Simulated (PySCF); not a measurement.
**Static response to an electric field**

Species: 2-(methylthio)thiophene, C5H6S2.
Atom-mapped SMILES: `[CH3:1][S:2][c:3]1[cH:4][cH:5][cH:6][s:7]1` (hydrogens: H8, H9, H10 on C1; H11 on C4; H12 on C5; H13 on C6)

Structure used (GFN2-xTB), in Å, numbered top down from 1:
```xyz
13
C5H6S2 angstrom
C      2.5974   -0.1429    0.5750
S      1.7092   -0.2607   -1.0028
C      0.0544   -0.0612   -0.4720
C     -1.0437   -0.0712   -1.2814
C     -2.2458    0.1147   -0.5657
C     -2.0514    0.2631    0.7676
S     -0.3842    0.1807    1.1916
H      2.2684   -0.9379    1.2378
H      2.4144    0.8293    1.0237
H      3.6508   -0.2583    0.3416
H     -0.9842   -0.2073   -2.3453
H     -3.2150    0.1361   -1.0307
H     -2.7747    0.4163    1.5429
```

Level: wB97X-D/def2-SVPD (PySCF), static field, nuclei fixed, core orbitals frozen in the response. The polarisability tensor in these axes (au):

```
x   126.17  -5.13   0.27
y    -5.13  63.90   4.22
z     0.27   4.22  97.47
```

Question: What are the eigenvalues, a third of the trace, and Δα (Δα² = ½Σ(αi − αj)² over the three pairs)?

Answer: Principal values 62.97, 97.99 and 126.59 au; mean 95.85 au = 14.20 Å³ = 15.80 × 10⁻⁴⁰ C²·m²/J; Δα = 55.19 au (58 % of the mean).

Question: What is the dipole moment, and where does it point?

Answer: (0.12, 0.10, 0.95) D, 0.96 D in size, pointing from the negative to the positive side. Measured along this direction, the outermost atoms are H11 at the negative end and H8 and H9 at the positive end.

Question: In TDDFT the mean static polarisability is Σ f/ω² over all singlet excitations (ω in hartree). How much of it do the 8 lowest give? Their energies (eV) and oscillator strengths: 4.93, 0.2071; 4.94, 0.0035; 5.57, 0.0001; 5.88, 0.0122; 5.93, 0.0352; 6.35, 0.0000; 6.37, 0.0034; 6.80, 0.1244.

Answer: They add up to 9.48 au, 9.9 % of the 95.85 au; the largest single term is 6.31 au, from the state at 4.93 eV. Terms in order: 6.31, 0.11, 0.00, 0.26, 0.74, 0.00, 0.06, 1.99 au. Higher excitations give the rest. The strengths listed sum to 0.386.

Question: What are the principal values of the traceless quadrupole moment, Θ = ½Σq(3rr − r²1), about the centre of nuclear charge?

Answer: -9.40, -1.73, 11.12 D·Å. The values depend on the origin, since the dipole doesn't vanish. The electronic extent ⟨r²⟩ about the same centre is 1076 bohr², a root-mean-square distance of 2.10 Å for the 68 electrons.

Question: Directions of the eigenvectors, and the extent of the frame along each?

Answer: Largest value along (1.00, -0.08, 0.00), where the nuclei span 6.87 Å; middle along (0.01, 0.12, 0.99), 3.91 Å; least along (0.08, 0.99, -0.12), 1.79 Å. The response follows the extents in order.

Question: What depolarisation ratio follows for Rayleigh scattering of linearly polarised light, taking the static tensor?

Answer: ρ = 3Δα²/(45ᾱ² + 4Δα²) = 9139.1/(413417 + 12185.4) = 0.0215.

Question: What molar refraction does this α imply?

Answer: Lorentz–Lorenz: R = (4π/3)N_A α = 2.5225 cm³/(mol·Å³) × 14.20 Å³ = 35.8 cm³/mol, in the limit of long wavelengths.

One conformer (not necessarily the lowest) at the GFN2-xTB geometry, without solvent, vibrations or thermal averaging.

These values come from a run that also computed excited states. Time: 38 s. Hardware: one thread of an Arm Neoverse V1 (shared host).
